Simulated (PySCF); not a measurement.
Species: C7H12.
SMILES: `C(=C(C)C)=C(C)C`

Method used: PySCF 2.14.0, PBE0-D3(BJ)/def2-SVP geometry optimisation, gas phase.

Masses are those of the commonest isotopes; rigid-rotor values at the optimised geometry. 

**Question.** What are A, B and C (MHz)?

**Answer.** Ia = 118.14, Ib = 384.16, Ic = 384.24 u·Å²; 505379 MHz·u·Å²/I gives A = 4278, B = 1316, C = 1315 MHz.

**Question.** Classify the top.

**Answer.** A prolate symmetric top, as the point group D2d requires two equal moments; Ray's κ = -1.000.

The point group D2d allows no dipole (computed: 0.00 D), so a rigid rotor has no electric-dipole lines.

**Question.** Estimate the classical rotational partition function at 25 K, 298.15 K and 500 K.

**Answer.** Point group D2d, symmetry number σ = 4; q = (√π/σ)·√((kT/h)³/(ABC)), k/h = 20836.6 MHz/K: 1940 at 25 K, 79800 at 298.15 K, 173000 at 500 K.

Not checked by PBE0-D3(BJ)/def2-SVP frequencies. Constants of a rigid frame at the computed geometry: no zero-point averaging, no centrifugal distortion.

On one thread of an Intel Xeon 6975P-C (shared host), this took 41 s of wall time and 0.81 GiB of memory at its peak. That covers the optimisation of the geometry.
